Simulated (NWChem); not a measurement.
System: selenium dioxide (SeO₂); SMILES O=[Se]=O

NWChem input:

```
start job
memory heap 200 mb stack 900 mb global 1100 mb
geometry units angstroms noautoz
  O      1.371089     0.000000    -0.603943
  Se     0.000000     0.000000     0.265770
  O     -1.371089     0.000000    -0.603943
end
basis spherical
  * library def2-svp
end
dft
  xc bhlyp
  iterations 150
  vectors input atomic output neutral.movecs
end
task dft energy
charge 1
dft
  odft
  mult 2
  vectors input atomic output cation.movecs
end
task dft energy
```

Output (shortened):

```
             Northwest Computational Chemistry Package (NWChem) 7.3.0
             --------------------------------------------------------

 C2V symmetry detected

                             Geometry "geometry" -> ""
                             -------------------------

 Output coordinates in angstroms (scale by  1.889725989 to convert to a.u.)

  No.       Tag          Charge          X              Y              Z
 ---- ---------------- ---------- -------------- -------------- --------------
    1 O                    8.0000     1.37108900     0.00000000    -0.59140484
    2 Se                  34.0000     0.00000000     0.00000000     0.27830816
    3 O                    8.0000    -1.37108900     0.00000000    -0.59140484

 Effective nuclear repulsion energy (a.u.)     189.6485216327

      Symmetry information
      --------------------

 Group name             C2v
 Group number             16
 Group order               4
 No. of unique centers     2

                                 NWChem DFT Module
                                 -----------------

 Summary of "ao basis" -> "ao basis" (spherical)
 ------------------------------------------------------------------------------
       Tag                 Description            Shells   Functions and Types
 ---------------- ------------------------------  ------  ---------------------
 O                          def2-svp                 6       14   3s2p1d
 Se                         def2-svp                12       32   5s4p3d

      Symmetry analysis of basis
      --------------------------

        a1         25
        a2          7
        b1         17
        b2         11

            General Information
            -------------------
          SCF calculation type: DFT
          Wavefunction type:  closed shell.
          No. of atoms     :     3
          No. of electrons :    50
           Alpha electrons :    25
            Beta electrons :    25
          Charge           :     0
          Spin multiplicity:     1
          Use of symmetry is: on ; symmetry adaption is: on
          Maximum number of iterations: 150
          AO basis - number of functions:    60
                     number of shells:    24
          Convergence on energy requested:  1.00D-06
          Convergence on density requested:  1.00D-05
          Convergence on gradient requested:  5.00D-04

              XC Information
              --------------
                        BHLYP Method XC Functional
                     Hartree-Fock (Exact) Exchange  0.500
                        Slater Exchange Functional  0.500 local
                    Becke 1988 Exchange Functional  0.500 non-local
              Lee-Yang-Parr Correlation Functional  1.000

             Grid Information
             ----------------
          Grid used for XC integration:  medium
          Radial quadrature: Mura-Knowles
          Angular quadrature: Lebedev.
          Tag              B.-S. Rad. Rad. Pts. Rad. Cut. Ang. Pts.
          ---              ---------- --------- --------- ---------
          O                   0.60       49           7.0       434
          Se                  1.15      112           6.0       590
          Grid pruning is: on
          Number of quadrature shells:   161
          Spatial weights used:  Erf1

      Superposition of Atomic Density Guess
      -------------------------------------

 Sum of atomic energies:       -2548.89409298

      Non-variational initial energy
      ------------------------------

 Total energy =   -2549.280584
 1-e energy   =   -3927.719325
 2-e energy   =    1188.790220
 HOMO         =      -0.345622
 LUMO         =      -0.137838

      Symmetry analysis of molecular orbitals - initial
      -------------------------------------------------

  Numbering of irreducible representations:

     1 a1          2 a2          3 b1          4 b2

  Orbital symmetries:

     1 a1          2 a1          3 b1          4 a1          5 b2
     6 b1          7 a1          8 a1          9 b1         10 a1
    11 b2         12 b1         13 a1         14 a2         15 a1
    16 b2         17 a1         18 b1         19 a1         20 b1
    21 a1         22 b2         23 a2         24 b1         25 a1
    26 b2         27 a1         28 b1         29 a1         30 b2
    31 a1         32 b1         33 b2         34 a2         35 a1

   convergence    iter        energy       DeltaE   RMS-Dens  Diis-err
 ---------------- ----- ----------------- --------- --------- ---------
 d= 0,ls=0.0,diis     1  -2551.2281014294 -2.74D+03  3.16D-02  1.24D+00
 d= 0,ls=0.0,diis     2  -2551.0269276537  2.01D-01  1.74D-02  3.50D+00
 d= 0,ls=0.0,diis     3  -2551.3872622404 -3.60D-01  1.31D-03  1.04D-02
 d= 0,ls=0.0,diis     4  -2551.3882788109 -1.02D-03  3.00D-04  3.41D-04
 d= 0,ls=0.0,diis     5  -2551.3883428682 -6.41D-05  8.45D-05  3.15D-05
  Resetting Diis
 d= 0,ls=0.0,diis     6  -2551.3883479664 -5.10D-06  5.04D-05  4.34D-06
 d= 0,ls=0.0,diis     7  -2551.3883490762 -1.11D-06  8.03D-06  1.16D-07
 d= 0,ls=0.0,diis     8  -2551.3883490753  9.16D-10  4.13D-06  1.80D-07

         Total DFT energy =    -2551.388349075253
      One electron energy =    -3924.847625648164
           Coulomb energy =     1288.020677667703
    Exchange-Corr. energy =     -104.209922727448
 Nuclear repulsion energy =      189.648521632656

 Numeric. integr. density =       49.999997176960

                  Occupations of the irreducible representations
                  ----------------------------------------------

                     irrep           alpha         beta
                     --------     --------     --------
                     a1               12.0         12.0
                     a2                2.0          2.0
                     b1                7.0          7.0
                     b2                4.0          4.0

                       DFT Final Molecular Orbital Analysis
                       ------------------------------------

 Vector   23  Occ=2.000000D+00  E=-4.023269D-01  Symmetry=b1
              MO Center=  3.8D-14, -6.1D-15, -5.2D-01, r^2= 2.5D+00
   Bfn.  Coefficient  Atom+Function         Bfn.  Coefficient  Atom+Function
  ----- ------------  ---------------      ----- ------------  ---------------
     4      0.355329  1 O  px                50      0.355329  3 O  px
     6      0.287231  1 O  pz                52     -0.287231  3 O  pz
     7      0.261814  1 O  px                53      0.261814  3 O  px
     9      0.213929  1 O  pz                55     -0.213929  3 O  pz
    29      0.101415  2 Se px                45     -0.074410  2 Se d  1

 Vector   24  Occ=2.000000D+00  E=-3.929493D-01  Symmetry=a2
              MO Center= -2.8D-14,  5.9D-15, -5.4D-01, r^2= 2.4D+00
   Bfn.  Coefficient  Atom+Function         Bfn.  Coefficient  Atom+Function
  ----- ------------  ---------------      ----- ------------  ---------------
     5      0.436038  1 O  py                51     -0.436038  3 O  py
     8      0.339317  1 O  py                54     -0.339317  3 O  py
    42      0.125330  2 Se d -2              32     -0.064983  2 Se d -2

 Vector   25  Occ=2.000000D+00  E=-3.848128D-01  Symmetry=a1
              MO Center= -3.2D-14,  1.1D-14, -2.7D-01, r^2= 2.5D+00
   Bfn.  Coefficient  Atom+Function         Bfn.  Coefficient  Atom+Function
  ----- ------------  ---------------      ----- ------------  ---------------
     6      0.410250  1 O  pz                52      0.410250  3 O  pz
    19     -0.347310  2 Se s                  9      0.310777  1 O  pz
    55      0.310777  3 O  pz                28     -0.251215  2 Se pz
    18     -0.171553  2 Se s                 25      0.145534  2 Se pz
    17      0.138043  2 Se s                 31     -0.104996  2 Se pz

 Vector   26  Occ=0.000000D+00  E=-1.156132D-01  Symmetry=b2
              MO Center=  1.0D-14, -2.4D-16, -3.6D-03, r^2= 2.3D+00
   Bfn.  Coefficient  Atom+Function         Bfn.  Coefficient  Atom+Function
  ----- ------------  ---------------      ----- ------------  ---------------
    30      0.550885  2 Se py                27      0.435911  2 Se py
     5     -0.336903  1 O  py                51     -0.336903  3 O  py
     8     -0.322046  1 O  py                54     -0.322046  3 O  py
    24     -0.258532  2 Se py                21      0.083266  2 Se py
    43      0.082986  2 Se d -1              33     -0.037942  2 Se d -1

 Vector   27  Occ=0.000000D+00  E= 6.326691D-02  Symmetry=a1
              MO Center= -3.9D-14, -3.0D-15, -1.6D-01, r^2= 2.3D+00
   Bfn.  Coefficient  Atom+Function         Bfn.  Coefficient  Atom+Function
  ----- ------------  ---------------      ----- ------------  ---------------
    31      0.923443  2 Se pz                19     -0.759407  2 Se s
     3      0.475176  1 O  s                 49      0.475176  3 O  s
     7     -0.411354  1 O  px                53      0.411354  3 O  px
     4     -0.309610  1 O  px                50      0.309610  3 O  px
    28      0.303250  2 Se pz                18     -0.262373  2 Se s

 Vector   28  Occ=0.000000D+00  E= 7.182303D-02  Symmetry=b1
              MO Center=  7.3D-14, -4.7D-16,  4.9D-01, r^2= 2.5D+00
   Bfn.  Coefficient  Atom+Function         Bfn.  Coefficient  Atom+Function
  ----- ------------  ---------------      ----- ------------  ---------------
    29      1.281856  2 Se px                 3     -0.579910  1 O  s
    49      0.579910  3 O  s                  9     -0.334412  1 O  pz
    55      0.334412  3 O  pz                26      0.309938  2 Se px
     6     -0.240849  1 O  pz                52      0.240849  3 O  pz
    23     -0.200635  2 Se px                 7      0.186884  1 O  px

     Multipole analysis of the density
     ---------------------------------

[...]
```

Level: BHandHLYP/def2-SVP, vertical spin-unrestricted ions. All runs use the structure optimised with B3LYP/6-31G* (spherical d).
